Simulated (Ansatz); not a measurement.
## Which isomer of C2H7InO gives these data?

These gas-phase data were calculated for one isomer of C2H7InO at PBE-D3(BJ)/def2-SVP (harmonic, unscaled wavenumbers; equilibrium rotational constants with average atomic masses):

```
rotational constants            : 10.38, 2.229, 1.879 GHz
all wavenumbers above 1500 cm⁻¹ : 3118, 3102, 2993, 2941, 2927, 2861, 1712
dipole moment                   : 2.20 D (PBE0/def2-TZVPD)
```

Candidates:

(1) `C[O][InH][CH3]`, a singlet
(2) `[CH3][In]([CH3])[OH]`, a singlet

Q: Assign the data to one candidate and say why.

A: Candidate (1). No mode falls between 3300 and 4000 cm⁻¹, where the O–H stretch of (2) would stand.

The same quantities for all candidates:

```tsv
	rotational constants (GHz)	wavenumbers above 1500 cm⁻¹	dipole (D)	E above the lowest, PBE-D3(BJ)/def2-SVP (kcal/mol)
(1)	10.38, 2.229, 1.879	3118, 3102, 2993, 2941, 2927, 2861, 1712	2.20	14.3
(2)	5.109, 3.699, 2.207	3719, 3114, 3107, 3098, 3094, 2990, 2986	2.64	0.0
```

Harmonic stretches to hydrogen usually lie a few per cent above observed fundamentals. Each candidate is one conformer. Atoms past krypton carry core potentials. Programs: Ansatz 0.2.0.
